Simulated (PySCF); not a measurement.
Run record: geometry optimisation, `CO[C@@H]1CC[CH2][Ge@@]1([F])[C]#N`.

Method: PBE0-D3(BJ)/def2-SVP geometry optimisation, gas phase (PySCF 2.14.0). Start geometry: GFN2-xTB. The input is one job of a driver script: a line of settings, then coordinates in Å.

Input:
```
{"job": {"xc": "PBE0", "basis": "def2-SVP", "d3": "d3bj", "grid": 1, "kind": "geom"}, "charge": 0, "multiplicity": 1}
C     -2.604706    -0.525085    -0.866999
O     -1.256983    -0.820022    -1.125014
C     -0.408845     0.271055    -0.954736
C      0.988485    -0.072709    -1.454963
C      1.715176    -0.964164    -0.440496
C      1.817376    -0.248850     0.905907
Ge     0.002030     0.583588     1.055176
F     -0.987373    -0.425319     2.143844
C     -0.195070     2.324235     1.933296
N     -0.315218     3.370532     2.379518
H     -2.733202    -0.135492     0.152899
H     -3.155262    -1.457508    -0.969759
H     -2.990398     0.215290    -1.578335
H     -0.808529     1.162279    -1.454028
H      1.549763     0.854068    -1.597922
H      0.907321    -0.587074    -2.413257
H      2.704943    -1.225757    -0.818064
H      1.138517    -1.883653    -0.324537
H      2.031196    -0.938468     1.719341
H      2.595631     0.513733     0.885701
```

Output:
```
step   0  E = -2540.11791225  max force = 0.046204
step   1  E = -2540.12293286  max force = 0.016138
step   2  E = -2540.12448094  max force = 0.004079
step   3  E = -2540.12478403  max force = 0.002272
step   4  E = -2540.12498094  max force = 0.000939
step   5  E = -2540.12512804  max force = 0.001739
step   6  E = -2540.12525817  max force = 0.001615
step   7  E = -2540.12532882  max force = 0.000788
step   8  E = -2540.12538205  max force = 0.000505
step   9  E = -2540.12540054  max force = 0.000508
step  10  E = -2540.12541454  max force = 0.000273
optimisation converged
```

Energies in Eh; «max force» is the largest Cartesian gradient component in Eh/bohr.

Task: Give the first gradient maximum in eV/Å.

Result: With 1 Eh/bohr = 51.422 eV/Å, 2.376 eV/Å.

Task: How much energy does the optimisation release, in kJ/mol?

Result: E(step 0) − E(last step) = 0.007502 Eh, which is 19.7 kJ/mol.

In short: final energy -2540.12541 Eh after 10 steps; dipole 3.73 D.

Task: Where do the atoms end?

Result: 0.212 Å rms from the input after alignment:
```
atom  x, y, z in Å
C1    -2.5622   -0.6199   -0.9099
O2    -1.1912   -0.8076   -1.1295
C3    -0.4078    0.3264   -0.8993
C4     1.0124    0.0413   -1.3800
C5     1.7188   -0.9218   -0.4145
C6     1.6698   -0.3646    1.0179
Ge7   -0.0578    0.5275    1.0475
F8    -1.2480   -0.2870    2.0305
C9    -0.0296    2.3305    1.7262
N10    0.0193    3.4371    2.0696
H11   -2.7790   -0.3769    0.1458
H12   -3.0679   -1.5611   -1.1634
H13   -2.9675    0.1851   -1.5526
H14   -0.8349    1.2243   -1.3831
H15    1.5657    0.9957   -1.4341
H16    0.9696   -0.3710   -2.4004
H17    2.7557   -1.1047   -0.7359
H18    1.1963   -1.8909   -0.4521
H19    1.7586   -1.1364    1.7948
H20    2.4586    0.3839    1.1939
```

Hardware: one thread of an Arm Neoverse V1, no GPU, on a shared host. Cost: 6.0 min wall.
Labels such as C1 count atoms from 1, the log's own numbers from 0.
